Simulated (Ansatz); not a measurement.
Problem. Name a neutral molecule of C, N, O, Si and H with HOMO energy (PBE/def2-TZVPP) between -6.15 and -5.85 eV and size of the dipole moment (ωB97M-V/def2-TZVPP) between 1.95 and 2.25 D (Ansatz, PBE0-D4/def2-TZVP geometry).

Solution. `C[SiH](N)O` (-6.00 eV, 2.15 D); `CO[SiH2]N` (-6.14 eV, 2.09 D); `CO[SiH](C)N` (-5.94 eV, 2.11 D); `C=C[Si](N)(O)O` (-6.09 eV, 1.96 D). Other molecules can fit too; these were computed, each in one conformer that needn't be the lowest.
